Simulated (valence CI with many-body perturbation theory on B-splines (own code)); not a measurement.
Pt LXIII: calculated level list

Level of theory: valence CI with perturbative core correlation (CI+MBPT): six valence electrons over a frozen Dirac-Fock core [Ne], radial functions for each j: 9 s, 9 p, 8 d, 6 f, 3 g, 1 h, with the one-electron correlation potential Σ1 (screened to all orders), the two-electron term Σ2, the three-electron term Σ3, Breit, model QED; selected single and double excitations, second order for the rest, scaled by the run's own slope (own B-spline code, finite nucleus).

No measured spectrum was set against this ion. As an estimate, large intervals hold to a few tenths of a per cent, small ones and those within an open d or f shell to about a per cent. Among the levels kept, up to 1000 cm⁻¹ of a level comes from second order outside the variational space, and about a tenth of that is noise between levels of different J, which matters for small intervals.

Levels 1 to 41 of 41, with energies above the lowest level, (3s^2 3p1/2^2 3p3/2^2) J=2. "Leading %" is the weight of the configuration and term that name the level; weights of strongly mixed levels are sums over their largest components and can fall short, so below about 35 % the name and the second component can differ from the true leading terms, or belong to a minority configuration. In the jj column 3d3/2^4 stands for four electrons in 3d with j = 3/2. Lifetimes count E1, E2, E3, M1 and M2 decay at the calculated energies, and are blank where another channel may lead or the interval is too uncertain; long ones can be off by a factor of two.

| No. | Configuration | Term | J | E (eV) | Leading % | Second component | Lifetime | g | Leading jj |
| --- | --- | --- | --- | --- | --- | --- | --- | --- | --- |
| 1 | 3s²3p⁴ | ³P | 2 | 0.00 | 68 | 32 % 3s²3p⁴ ¹D |  | 1.327 | 3s^2 3p1/2^2 3p3/2^2 (99 %) |
| 2 | 3s²3p⁴ | ¹S | 0 | 21.20 | 64 | 35 % 3s²3p⁴ ³P | 63.2 ms |  | 3s^2 3p1/2^2 3p3/2^2 (99 %) |
| 3 | 3s²3p³3d | ³D° | 2 | 251.36 | 32 | 20 % 3s²3p³3d ³F° | 95.3 ps | 1.041 | 3s^2 3p1/2^2 3p3/2 3d3/2 (99 %) |
| 4 | 3s²3p³3d | ³D° | 1 | 260.67 | 34 | 27 % 3s²3p³3d ³P° | 42.3 ps | 1.094 | 3s^2 3p1/2^2 3p3/2 3d3/2 (99 %) |
| 5 | 3s²3p³3d | ³P° | 0 | 260.88 | 63 | 26 % 3s²3p³3d ⁵D° | 205 ms |  | 3s^2 3p1/2^2 3p3/2 3d3/2 (99 %) |
| 6 | 3s²3p³3d | ³F° | 3 | 261.08 | 28 | 21 % 3s²3p³3d ³G° | 413 ps | 1.079 | 3s^2 3p1/2^2 3p3/2 3d3/2 (98 %) |
| 7 | 3s²3p³3d | ³F° | 4 | 358.28 | 50 | 25 % 3s²3p³3d ⁵D° | 180 ns | 1.246 | 3s^2 3p1/2^2 3p3/2 3d5/2 (100 %) |
| 8 | 3s²3p³3d | ³D° | 2 | 366.03 | 34 | 22 % 3s²3p³3d ³P° | 4.99 ps | 1.227 | 3s^2 3p1/2^2 3p3/2 3d5/2 (98 %) |
| 9 | 3s²3p³3d | ³D° | 3 | 385.83 | 44 | 16 % 3s²3p³3d ¹F° | 1.50 ps | 1.203 | 3s^2 3p1/2^2 3p3/2 3d5/2 (97 %) |
| 10 | 3s²3p³3d | ³D° | 1 | 398.13 | 34 | 29 % 3s²3p³3d ³P° | 2.37 ps | 1.054 | 3s^2 3p1/2^2 3p3/2 3d5/2 (98 %) |
| 11 | 3s²3p⁴ | ³P | 1 | 448.55 | 99 |  | 964 ps | 1.488 | 3s^2 3p1/2 3p3/2^3 (99 %) |
| 12 | 3s²3p⁴ | ¹D | 2 | 458.64 | 68 | 31 % 3s²3p⁴ ³P | 1.32 ns | 1.143 | 3s^2 3p1/2 3p3/2^3 (99 %) |
| 13 | 3s²3p²3d² | ³F | 2 | 513.53 | 40 | 23 % 3s²3p²3d² ⁵G | 29.8 ps | 0.755 | 3s^2 3p1/2^2 3d3/2^2 (99 %) |
| 14 | 3s²3p²3d² | ³P | 0 | 539.87 | 58 | 27 % 3s²3p²3d² ⁵D | 21.2 ps |  | 3s^2 3p1/2^2 3d3/2^2 (98 %) |
| 15 | 3s²3p²3d² | ³F | 3 | 625.33 | 32 | 22 % 3s²3p²3d² ⁵G | 2.95 ps | 1.071 | 3s^2 3p1/2^2 3d3/2 3d5/2 (98 %) |
| 16 | 3s²3p²3d² | ³P | 2 | 637.17 | 23 | 9 % 3s²3p²3d² ⁵P | 2.61 ps | 1.167 | 3s^2 3p1/2^2 3d3/2 3d5/2 (98 %) |
| 17 | 3s²3p²3d² | ¹G | 4 | 642.39 | 25 | 21 % 3s²3p²3d² ³H | 2.37 ps | 1.056 | 3s^2 3p1/2^2 3d3/2 3d5/2 (98 %) |
| 18 | 3s²3p²3d² | ³P | 1 | 642.56 | 37 | 32 % 3s²3p²3d² ⁵D | 2.45 ps | 1.504 | 3s^2 3p1/2^2 3d3/2 3d5/2 (98 %) |
| 19 | 3s3p⁵ | ³P° | 2 | 648.53 | 86 | 7 % 3s²3p³3d ³P° | 766 fs | 1.466 | 3s 3p1/2^2 3p3/2^3 (86 %) |
| 20 | 3s3p⁵ | ¹P° | 1 | 669.97 | 36 | 22 % 3s3p⁵ ³P° | 704 fs | 1.187 | 3s 3p1/2^2 3p3/2^3 (58 %) |
| 21 | 3s²3p³3d | ³F° | 2 | 689.42 | 44 | 29 % 3s²3p³3d ⁵D° | 96.2 ps | 1.025 | 3s^2 3p1/2 3p3/2^2 3d3/2 (98 %) |
| 22 | 3s²3p³3d | ⁵D° | 0 | 691.05 | 54 | 24 % 3s²3p³3d ¹S° | 56.3 ps |  | 3s^2 3p1/2 3p3/2^2 3d3/2 (98 %) |
| 23 | 3s²3p³3d | ³D° | 1 | 692.75 | 41 | 32 % 3s²3p³3d ⁵D° | 1.68 ps | 0.994 | 3s^2 3p1/2 3p3/2^2 3d3/2 (85 %) |
| 24 | 3s²3p³3d | ³G° | 3 | 697.98 | 35 | 27 % 3s²3p³3d ³F° | 13.6 ps | 1.065 | 3s^2 3p1/2 3p3/2^2 3d3/2 (98 %) |
| 25 | 3s²3p³3d | ³G° | 4 | 706.31 | 50 | 38 % 3s²3p³3d ¹G° | 6.44 ns | 1.039 | 3s^2 3p1/2 3p3/2^2 3d3/2 (99 %) |
| 26 | 3s²3p³3d | ³F° | 2 | 720.89 | 65 | 22 % 3s²3p³3d ¹D° | 2.71 ps | 0.806 | 3s^2 3p1/2 3p3/2^2 3d3/2 (97 %) |
| 27 | 3s²3p³3d | ³D° | 3 | 735.64 | 38 | 25 % 3s²3p³3d ¹F° | 234 fs | 1.166 | 3s^2 3p1/2 3p3/2^2 3d3/2 (97 %) |
| 28 | 3s²3p³3d | ³D° | 2 | 743.76 | 29 | 27 % 3s²3p³3d ³P° | 161 fs | 1.242 | 3s^2 3p1/2 3p3/2^2 3d3/2 (89 %) |
| 29 | 3s²3p²3d² | ³F | 4 | 746.69 | 30 | 13 % 3s²3p²3d² ⁵D | 1.54 ps | 1.173 | 3s^2 3p1/2^2 3d5/2^2 (97 %) |
| 30 | 3s²3p³3d | ³S° | 1 | 750.21 | 35 | 27 % 3s²3p³3d ³P° | 142 fs | 1.467 | 3s^2 3p1/2 3p3/2^2 3d3/2 (86 %) |
| 31 | 3s²3p²3d² | ³P | 2 | 756.75 | 21 | 16 % 3s²3p²3d² ³F | 1.31 ps | 1.202 | 3s^2 3p1/2^2 3d5/2^2 (98 %) |
| 32 | 3s²3p³3d | ³D° | 1 | 763.70 | 38 | 29 % 3s²3p³3d ¹P° | 127 fs | 0.909 | 3s^2 3p1/2 3p3/2^2 3d3/2 (84 %) |
| 33 | 3s²3p²3d² | ³P | 0 | 784.74 | 61 | 21 % 3s²3p²3d² ¹S | 1.19 ps |  | 3s^2 3p1/2^2 3d5/2^2 (96 %) |
| 34 | 3s²3p³3d | ³D° | 3 | 791.94 | 53 | 26 % 3s²3p³3d ⁵D° | 86.6 ps | 1.307 | 3s^2 3p1/2 3p3/2^2 3d5/2 (99 %) |
| 35 | 3s²3p³3d | ⁵D° | 4 | 792.11 | 53 | 22 % 3s²3p³3d ³G° | 1.27 ns | 1.293 | 3s^2 3p1/2 3p3/2^2 3d5/2 (99 %) |
| 36 | 3s²3p³3d | ³F° | 4 | 805.50 | 72 | 26 % 3s²3p³3d ¹G° | 3.32 ns | 1.173 | 3s^2 3p1/2 3p3/2^2 3d5/2 (99 %) |
| 37 | 3s²3p³3d | ³G° | 5 | 808.72 | 99 |  | 3.83 ns | 1.185 | 3s^2 3p1/2 3p3/2^2 3d5/2 (99 %) |
| 38 | 3s²3p³3d | ³D° | 1 | 809.43 | 46 | 26 % 3s²3p³3d ¹P° | 6.61 ps | 0.888 | 3s^2 3p1/2 3p3/2^2 3d5/2 (97 %) |
| 39 | 3s²3p³3d | ¹S° | 0 | 811.87 | 54 | 45 % 3s²3p³3d ³P° | 7.94 ps |  | 3s^2 3p1/2 3p3/2^2 3d5/2 (98 %) |
| 40 | 3s²3p³3d | ³D° | 2 | 828.63 | 46 | 37 % 3s²3p³3d ³P° | 33.7 ps | 1.273 | 3s^2 3p1/2 3p3/2^2 3d5/2 (99 %) |
| 41 | 3s²3p³3d | ¹F° | 3 | 835.96 | 36 | 34 % 3s²3p³3d ³F° | 414 ps | 1.110 | 3s^2 3p1/2 3p3/2^2 3d5/2 (99 %) |

The ionisation energy to 3s²3p³ ²P°3/2 of the next ion comes out as 6789.7 eV (NIST: 6787 ± 15 eV (theoretical)). All 41 levels together are meant to be complete up to 837.73 eV.
